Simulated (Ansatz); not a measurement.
The inner images of a band of C2H6ClFOSi (12 atoms, charge 0, multiplicity 1) are given out of order.

Theory: Ansatz, RKS PBE0-D4/def2-SVP.

Initial state:

```xyz
12
Properties=species:S:1:pos:R:3
O -1.414 -1.154 0.632
C -0.044 -1.378 0.380
Si 0.782 0.321 0.459
C -0.129 1.409 -0.821
F -0.019 0.839 -2.056
Cl 0.583 3.050 -0.847
H -1.891 -1.983 0.525
H 0.141 -1.802 -0.628
H 0.422 -2.071 1.109
H 2.218 0.235 0.068
H 0.626 0.942 1.805
H -1.199 1.537 -0.594
```

Final state:

```xyz
12
Properties=species:S:1:pos:R:3
O -1.444 -1.398 0.417
C -0.042 -1.467 0.226
Si 0.715 0.258 0.444
C -0.111 1.368 -0.873
F 0.196 0.896 -2.115
Cl 0.472 3.052 -0.705
H -1.612 -1.243 1.353
H 0.125 -1.787 -0.816
H 0.442 -2.234 0.862
H 2.191 0.296 0.233
H 0.351 0.797 1.789
H -1.207 1.408 -0.780
```

Problem. Put them in order from the first end to the last, with their energies above the first end.
A.
```xyz
12
Properties=species:S:1:pos:R:3
O -1.450 -1.384 0.358
C -0.040 -1.457 0.233
Si 0.723 0.267 0.445
C -0.118 1.387 -0.855
F 0.131 0.895 -2.102
Cl 0.520 3.055 -0.725
H -1.670 -1.375 1.294
H 0.178 -1.804 -0.791
H 0.412 -2.207 0.909
H 2.194 0.286 0.194
H 0.404 0.820 1.796
H -1.208 1.462 -0.724
```
B.
```xyz
12
Properties=species:S:1:pos:R:3
O -1.418 -1.147 0.624
C -0.056 -1.387 0.342
Si 0.771 0.311 0.437
C -0.108 1.418 -0.848
F 0.085 0.904 -2.097
Cl 0.550 3.081 -0.770
H -1.869 -1.987 0.747
H 0.102 -1.824 -0.665
H 0.420 -2.076 1.068
H 2.217 0.242 0.078
H 0.576 0.905 1.788
H -1.192 1.503 -0.672
```
C.
```xyz
12
Properties=species:S:1:pos:R:3
O -1.456 -1.315 0.352
C -0.046 -1.437 0.240
Si 0.739 0.278 0.440
C -0.114 1.401 -0.849
F 0.119 0.910 -2.099
Cl 0.530 3.068 -0.725
H -1.715 -1.559 1.244
H 0.185 -1.820 -0.769
H 0.377 -2.173 0.948
H 2.205 0.280 0.157
H 0.456 0.834 1.796
H -1.203 1.478 -0.703
```
D.
```xyz
12
Properties=species:S:1:pos:R:3
O -1.429 -1.150 0.508
C -0.053 -1.401 0.288
Si 0.767 0.298 0.428
C -0.106 1.415 -0.851
F 0.109 0.922 -2.104
Cl 0.536 3.083 -0.739
H -1.818 -1.893 0.976
H 0.133 -1.849 -0.709
H 0.382 -2.094 1.032
H 2.222 0.268 0.103
H 0.528 0.859 1.788
H -1.193 1.489 -0.688
```
E.
```xyz
12
Properties=species:S:1:pos:R:3
O -1.449 -1.226 0.397
C -0.050 -1.420 0.250
Si 0.754 0.286 0.433
C -0.110 1.410 -0.846
F 0.114 0.923 -2.100
Cl 0.533 3.077 -0.722
H -1.755 -1.727 1.157
H 0.168 -1.840 -0.750
H 0.364 -2.137 0.981
H 2.215 0.277 0.131
H 0.491 0.837 1.794
H -1.198 1.485 -0.691
```

Solution. B (+0.010 eV), D (+0.043 eV), E (+0.065 eV), C (+0.052 eV), A (+0.033 eV).

Time of the run: 2.1 min on 2 threads of Arm Neoverse V2, with other jobs on the host, peak memory 0.31 GiB.
